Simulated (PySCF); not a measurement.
# Correlation energy of P (phosphorus, neutral)

[Ne] 3s1 3p3 4s1, high-spin 6S determinant (an excited configuration). All numbers are calculated (PySCF 2.14, the non-relativistic Hamiltonian (point nucleus), in aug-cc-pV(T+d)Z). Frozen: [Ne]; 5 electrons correlated.

```tsv
level	correlation energy (mhartree)
CCSD	-42.14
(T)	-0.93
CCSD(T)	-43.07
```

Diagnostics: T1 = 0.0069, D1 = 0.0212, largest double amplitude 0.032.

The outer electron is Rydberg-like, and this basis confines it to a smaller radius and binds it less than a complete one would.

Cost of the coupled-cluster step: of the order of 1.3 core-seconds, for 5 correlated electrons.
